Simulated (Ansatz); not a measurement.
Ansatz (a first-principles code) input (CCSD(T,full)/cc-pwCVTZ):
A basis named .json is the Basis Set Exchange file of that set.

Ansatz 0.2 input:
```yaml
crystal:
  periodic: [false, false, false]
  atoms:
    - {symbol: C, position_ang: [-1.86451500, -0.19305099, -0.30229087]}
    - {symbol: C, position_ang: [-0.56333315, -0.04154812, 0.48026975]}
    - {symbol: C, position_ang: [0.64701013, 0.05136304, -0.42749150]}
    - {symbol: O, position_ang: [1.80978774, 0.19009325, 0.38569311]}
    - {symbol: H, position_ang: [-1.85657416, -1.09701737, -0.91613990]}
    - {symbol: H, position_ang: [-2.02991663, 0.65781071, -0.96765210]}
    - {symbol: H, position_ang: [-2.72100087, -0.25792182, 0.36994247]}
    - {symbol: H, position_ang: [-0.59818899, 0.85497302, 1.10460412]}
    - {symbol: H, position_ang: [-0.42584240, -0.88977339, 1.15582038]}
    - {symbol: H, position_ang: [0.54058237, 0.91196633, -1.10137152]}
    - {symbol: H, position_ang: [0.71473927, -0.85110660, -1.04961729]}
    - {symbol: H, position_ang: [2.58292759, 0.24973953, -0.18405526]}
basis:
  gaussian:
    orbitals: cc-pwCVTZ.json
magnetization: {spin_polarized: false}
correlation: {method: ccsd_t, frozen_orbitals: {C: 0, H: 0, O: 0}}
```

Output:

```
Functional definition: HF
integrals: 2.27 GiB planned
1629 factors; integrals over basis functions are off by at most 1.4e-3 eV
mean field: 1.26 GiB planned
mean field evaluation 1: about -5253.3489 eV, gradient 3.8e1 eV
mean field evaluation 2: about -5253.6513 eV, gradient 3.8e1 eV
mean field evaluation 4: about -5256.9509 eV, gradient 4.1e0 eV
mean field evaluation 8: about -5257.0004 eV, gradient 2.2e-1 eV
mean field evaluation 16: about -5256.0342 eV, gradient 1.9e1 eV
mean field -5257.00054244 eV, -193.1912066116 hartree, gradient 8.4e-6 eV, S^2 0.000000; 0 other end points of the search recorded, 0 dependent functions left out
reference -5257.00054244 eV, -193.1912066116 hartree; 17, 17 occupied and 267, 267 virtual orbitals, 1629 factors
second order -26.55635338 eV of doubles, -0.00000000 eV of singles
coupled cluster: 5.53 GiB planned
cycle   1  -27.16663504 eV  change   -6.1e-1 eV  update   8.5e-2
cycle   2  -27.69959365 eV  change   -5.3e-1 eV  update   2.3e-2
cycle   3  -27.78120090 eV  change   -8.2e-2 eV  update   9.8e-3
cycle   4  -27.77537399 eV  change    5.8e-3 eV  update   2.1e-3
cycle   5  -27.77596107 eV  change   -5.9e-4 eV  update   7.9e-4
cycle   6  -27.77640059 eV  change   -4.4e-4 eV  update   2.1e-4
cycle   7  -27.77634039 eV  change    6.0e-5 eV  update   8.1e-5
cycle   8  -27.77631012 eV  change    3.0e-5 eV  update   3.0e-5
perturbative correction -0.87929750 eV, -0.0323135871 hartree
Total energy: -5285.65615006 eV, -194.2442807684 hartree
```
